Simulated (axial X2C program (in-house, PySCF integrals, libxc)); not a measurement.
BrSeBr: properties at the nuclei

Computed with an axial X2C code built on PySCF integrals: two-component X2C with atomic mean-field Coulomb and Gaunt terms, Gaussian nuclei, basis Br dyall-av3z, Se dyall-v3z with contracted cores.

Br–Se–Br held linear, with bonds 2.422 and 2.422 Å (near the PBE0 minimum at charge 0 of the determinant lowest at the starting distance; the state shown can have its own minimum elsewhere, held linear; other orders of the atoms were not compared).

Determinant lowest in the PBE0 search, Ω = 1 (⟨Sz⟩ = 1.00, ⟨Lz⟩ = 0.00 at PBE0), spin on the atoms Br 0.14, Se 0.73, Br 0.14:

```csv
level,A∥/gI Br (MHz),qzz Br (a.u.),A∥/gI Se (MHz),qzz Se (a.u.)
PBE0,-124,2.36,-582,3.92
HF,-53.6,3.07,-753,3.81
PBE,-153,2.09,-522,3.96
```

Determinant 0.30 eV from it at PBE0 and this distance, Ω = 0 (closed shell), highest spinor 48% Se p, 45% Br p, 6% Br d:

```json
{"level": "PBE0", "qzz Br (a.u.)": "1.93", "qzz Se (a.u.)": "4.77"}
{"level": "HF", "qzz Br (a.u.)": "2.36", "qzz Se (a.u.)": "4.76"}
{"level": "PBE", "qzz Br (a.u.)": "1.78", "qzz Se (a.u.)": "4.68"}
```

A∥ (defined per Ω) follows by multiplying with gI = μI/(I μN); qzz is the electric field gradient, eQq0 = 234.96 MHz × Q/barn × qzz. The operators were transformed with the bare-nucleus X2C matrices; with these basis sets, hyperfine constants and field gradients can be off by tens of per cent, and where levels differ in sign neither size nor sign is settled.

With Q(79Br) = 0.3087 barn, gI(77Se) = 1.0701 (g factors from the IAEA table of nuclear moments by Stone; Q from Pyykkö, Mol. Phys. 2018), turn the PBE0 values of the first state into constants in MHz.

eQq0(79Br) = 234.96 × (0.3087) × (2.36) = 171 MHz; A∥(77Se) = -582 × 1.0701 = -623 MHz.

The molecule was held linear; bending was not examined, so a bent shape may lie lower.

Each state is one determinant with collinear spin, which with several unpaired electrons need not be a pure state. Unrestricted Hartree–Fock can overshoot spin polarisation at the nuclei. A closed determinant beside an open π² or δ² triplet, such as (π1/2)², mixes with its partner pair into the 0⁺ component of the triplet and ¹Σ⁺, so its energy is not that of a level, and 0⁺ can lie lowest. With several open shells hyperfine constants can be off by a factor of several. Open-shell Ω = 0 determinants with evenly filled partner blocks cannot be reached by this program, so the Ω shown need not be the lowest component. States lie within half an eV, so the first need not be the ground state. Where a field gradient or hyperfine factor spreads by more than a factor of two over the levels, a constant derived from it is not to be relied on. PBE0 term energies can be off by some tenths of an eV.
